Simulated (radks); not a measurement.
The numbers below are computed, except where a source is named.
These are the eigenvalues of the occupied orbitals of an atom or ion with whole-number occupations (eV). Level of theory: scalar-relativistic Kohn-Sham, BLYP, spin-unpolarised, spherical densities, finite nucleus; Fermi nuclear charge, rms radius of each element as measured or else 0.836 A^(1/3) + 0.57 fm (a radial shooting solver on a logarithmic mesh with Libxc functionals).

| orbital | eigenvalue |
|---|---|
| 1s | -63270.23 |
| 2s | -10802.91 |
| 2p | -9510.525 |
| 3s | -2478.497 |
| 3p | -2090.549 |
| 3d | -1624.148 |
| 4s | -524.1586 |
| 4p | -396.6564 |
| 4d | -230.2046 |
| 5s | -95.1883 |
| 5p | -64.3519 |
| 4f | -46.9487 |
| 6s | -27.1927 |

Which element is it, and in what charge state? The configuration may be excited.

Answer. Z = 71, lutetium, charge +3: Lu3+ in [Xe] 4f13 6s1. The list shows which subshells hold electrons but not how many an open one holds; the 1s level, -2325.1 hartree, gives Z - s = 68.2 by -(Z - s)^2/2, which with screening and relativity narrows Z to a few neighbours, and the depths of the outer levels then fix element, charge and occupations together.
